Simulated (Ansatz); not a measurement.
Molecule: sum formula H$_{4}$SiNO$_{2}$, net charge 0, doublet state. It need not be the lowest isomer of its formula. 
Geometry from a B3LYP-D3(BJ)/def2-TZVP (Ansatz, a program for electronic structure) optimisation:
```
Si
O 1 1.6581
H 2 0.9607 1 116.46
O 1 1.6581 2 115.94 3 91.33
H 4 0.9607 1 116.46 2 -91.33
N 1 1.7058 2 104.19 3 -154.84
H 6 1.0069 1 121.19 2 42.02
H 6 1.0069 7 112.93 1 -155.97
```
Charge 0, spin multiplicity 2.

Quantity: atomisation energy (electronic, to ground-state atoms), in kJ/mol. Cores are frozen in the correlated levels unless marked. Open shells are spin-unrestricted. No spin-orbit coupling. Non-relativistic. The coupled-cluster limit lacks core correlation, which all-electron functionals hold. Basis-set limits of correlation are two-point, X^-3; Hartree-Fock from the larger set (for Q and 5 zeta extrapolated as (X+1)exp(-9√X)).

```
level                                        program  atomisation energy (kJ/mol)  minus last row
------------------------------------  --------------  ---------------------------  --------------
HF/6-31G*                                     Ansatz                       1856.5         -1113.8
HF/cc-pV(D+d)Z                                Ansatz                       1864.5         -1105.8
HF/cc-pV(T+d)Z                                Ansatz                       1990.1          -980.2
SVWN5/def2-TZVPD                              Ansatz                       3433.4           463.1
PBE/def2-TZVPD                                Ansatz                       3001.1            30.8
B3LYP-D4/def2-TZVPD                   Ansatz + dftd4                       2950.3           -20.0
PBE0/STO-3G                                   Ansatz                       2822.9          -147.4
PBE0/6-31G*                                   Ansatz                       2795.7          -174.6
B2PLYP/def2-TZVPD                             Ansatz                       2915.6           -54.7
PBE-QIDH/def2-TZVPD                           Ansatz                       2892.0           -78.3
RPA@PBE/cc-pV(T+d)Z                           Ansatz                       2732.0          -238.3
MP2/cc-pV(D+d)Z                               Ansatz                       2665.4          -304.9
MP2/cc-pV(Q+d)Z                               Ansatz                       3009.4            39.1
SCS-MP2/cc-pV(D+d)Z                           Ansatz                       2636.1          -334.2
CCSD(T)/CBS(cc-pV(Q+d)Z,cc-pV(5+d)Z)          Ansatz                       2970.3             0.0
```
